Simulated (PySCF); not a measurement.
Ne(2+) (neon, charge +2) across methods

[He] 2s1 2p4 3s1, high-spin 5P determinant (an excited configuration). Calculation: PySCF 2.14, in aug-cc-pVTZ-DK; scalar relativity by spin-free X2C-1e.

| method | E (hartree) | mean ε 2p α (eV) | mean ε 2p β (eV) | mean ε 3s α (eV) | Σ⟨r²⟩ (bohr²) | ⟨S²⟩ |
| --- | --- | --- | --- | --- | --- | --- |
| PBE | -124.4624 | -71.254 | -63.671 | -21.347 | 11.42 | 6.001 |
| PBE0 | -124.4662 | -75.115 | -66.356 | -22.208 | 11.44 | 6.001 |
| LDA | -123.7921 | -71.236 | -63.218 | -21.452 | 11.42 | 6.001 |
| UHF | -124.28608 | -85.940 | -72.786 | -24.411 | 11.54 | 6.001 |
| BP86 | -124.5572 | -71.322 | -64.107 | -21.487 | 11.43 | 6.001 |
| B3LYP | -124.5475 | -74.287 | -66.314 | -22.040 | 11.41 | 6.001 |
| PBEsol | -124.1276 | -71.149 | -63.318 | -21.312 | 11.45 | 6.001 |
| MN15 | -124.5233 | -75.282 | -68.671 | -22.154 | 11.50 | 6.000 |
| r2SCAN | -124.5306 | -72.873 | -64.488 | -21.459 | 11.52 | 6.001 |

The outer electron is Rydberg-like, and this basis confines it to a smaller radius and binds it less than a complete one would.
